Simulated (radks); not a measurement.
Initial-state core-level shifts of the niobium ion Nb2+ when its valence configuration changes from [Kr] 4d3. Calculated with a radial shooting solver on a logarithmic mesh with Libxc functionals: scalar-relativistic Kohn-Sham, PBE, spin-polarised, spherical densities, point nucleus; open shells are filled with parallel spins first (spin-orbit coupling, left out, can overturn this in heavy ions). Shifts are changes of the shell-averaged eigenvalues in eV (positive: less bound).

| valence | 1s | 2s | 3s | 3d |
|---|---|---|---|---|
| 4d1 5p2 | -10.697 | -11.345 | -11.056 | -11.112 |
| 4d2 5s1 | -4.076 | -4.379 | -4.250 | -4.278 |
| 4d2 5p1 | -5.211 | -5.505 | -5.388 | -5.414 |
| 4d2.5 5p0.5 | -2.564 | -2.704 | -2.652 | -2.664 |
| 4d1 5s1 5p1 | -9.584 | -10.234 | -9.936 | -9.995 |
| 5p3 | -16.415 | -17.478 | -16.953 | -17.048 |
| 4d1 5s2 | -8.578 | -9.215 | -8.909 | -8.968 |
| 5s2 5p1 | -14.455 | -15.496 | -14.957 | -15.053 |
| 4d1.5 5s1 5p0.5 | -6.799 | -7.269 | -7.063 | -7.105 |
